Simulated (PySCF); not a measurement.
## 31P chemical shifts

[PySCF: shielding tensors at PBE0/pcSseg-1 (GIAO); geometry from GFN2-xTB; rapidly exchanging positions averaged; one conformer; non-relativistic Hamiltonian; no solvent]

Shieldings were converted by a linear fit to measured shifts: 31P: δ = 270.09 − 0.828σ (rms 18.1 ppm, 64 shifts vs H3PO4, solution or neat liquid). Occasional misses reach two or three times the rms, and more in compound classes unlike the fitted ones.

Problem. Give the 31P shifts of `C#CP(C=C)C(=O)OC`, `C[SiH2]P(C)C`.

Solution. 
| compound | environment | δ (ppm) |
| --- | --- | --- |
| C#CP(C=C)C(=O)OC | phosphorus bonded to 3 C | -39.1 |
| C[SiH2]P(C)C | phosphorus bonded to 2 C, Si | -119.1 |

Problem. Match the shifts 263.8, 125.6, 105.9, -5.2, -51.1, -118.3 ppm to `O=[PH]1CC[SiH2]CC1`, `C=PC(F)(F)F`, `CP(C)CCC(F)(F)F`, `[SiH3]P1CCOCC1`, `CC(=O)c1coc(C)p1`, `CC(=O)c1pcoc1C`.

Solution. 263.8: C=PC(F)(F)F (phosphorus bonded to 2 C); 125.6: CC(=O)c1pcoc1C (phosphorus bonded to 2 C, in a 5-membered ring); 105.9: CC(=O)c1coc(C)p1 (phosphorus bonded to 2 C, in a 5-membered ring); -5.2: O=[PH]1CC[SiH2]CC1 (phosphorus bonded to 2 C, O, H, in a 6-membered ring); -51.1: CP(C)CCC(F)(F)F (phosphorus bonded to 3 C); -118.3: [SiH3]P1CCOCC1 (phosphorus bonded to 2 C, Si, in a 6-membered ring).
